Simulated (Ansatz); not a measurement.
Cartesian coordinates in Å:
```
C -0.293 0.928 -1.419
C 0.313 0.342 -0.209
N 1.249 1.009 0.378
O -1.863 -1.404 1.004
Al -0.157 -1.476 0.698
H -1.374 0.991 -1.258
H 0.099 1.910 -1.707
H -0.167 0.222 -2.245
H 1.655 0.613 1.222
H 1.601 1.904 0.049
H -2.190 -1.224 1.882
H 0.823 -1.247 1.986
H 0.304 -2.567 -0.383
```

Total charge 0; spin multiplicity 1. The bonds changed during the relaxation, so this is another structure than the one it started from.

**Question.** List the B3LYP/def2-TZVPP orbital energies in eV (Ansatz). (Estimate.)

**Answer.** The calculation gave: Occupied: -1522.51, -518.69, -392.15, -278.96, -277.70, -110.50, -71.16, -71.11, -71.08, -27.20, -25.17, -21.30, -17.86, -16.28, -13.58, -12.68, -12.28, -11.75, -10.61, -9.93, -8.31, -7.88, -7.07, -6.73. Lowest empty: -1.89, -0.11, 0.86, 1.13, 1.50, 2.17, 2.21, 2.71.

B3LYP here is the variant with VWN-RPA as its local correlation; programs differ in this.
